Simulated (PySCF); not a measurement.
## Mg⁺ (magnesium, charge +1) across methods

[Ne] 3p1, 2P determinant (an excited configuration). All numbers are calculated (PySCF 2.14, the spin-free X2C one-electron Hamiltonian (Gaussian nucleus), in aug-cc-pCVTZ-DK).

| method | E (hartree) | mean ε 2p α (eV) | mean ε 2p β (eV) | mean ε 3p α (eV) | Σ⟨r²⟩ (bohr²) | ⟨S²⟩ |
| --- | --- | --- | --- | --- | --- | --- |
| M06 | -199.9502 | -61.896 | -61.801 | -8.796 | 18.39 | 0.750 |
| LDA | -199.0009 | -57.427 | -57.324 | -8.345 | 17.93 | 0.750 |
| PBE0 | -199.8486 | -61.491 | -61.364 | -9.053 | 18.09 | 0.750 |
| PBE | -199.8330 | -57.323 | -57.221 | -8.463 | 17.93 | 0.750 |
| r2SCANh | -199.9266 | -60.255 | -60.154 | -8.696 | 18.05 | 0.750 |
| LC-wPBE | -199.8698 | -63.207 | -63.117 | -10.868 | 18.08 | 0.750 |
| UHF | -199.51855 | -72.833 | -72.632 | -10.453 | 18.95 | 0.750 |
| CAM-B3LYP | -199.9446 | -62.769 | -62.656 | -9.945 | 17.91 | 0.750 |

(1) Estimate the same row for r2SCAN.

Answers

(1) E (hartree) = -199.9306; mean ε 2p α (eV) = -58.762; mean ε 2p β (eV) = -58.673; mean ε 3p α (eV) = -8.477; Σ⟨r²⟩ (bohr²) = 18.01; ⟨S²⟩ = 0.750.
